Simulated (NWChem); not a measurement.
# ZrO; SMILES [O]=[Zr]

Program: NWChem. def2 effective core potentials on Zr; no spin-orbit coupling. Each level has its own optimisation; frequencies are unscaled.

```tsv
level	r O–Zr (Å)	highest harmonic frequency (cm⁻¹)	zero-point energy (kcal/mol)
PBE/def2-SVP (core potentials)	1.725	994	1.4
Hartree-Fock/3-21G (all-electron, non-relativistic)	1.710	1138	1.6
CAM-B3LYP/def2-SVP (core potentials)	1.740	952	1.4
PBE0-D3(BJ)/def2-TZVP (core potentials)	1.736	940	1.3
```
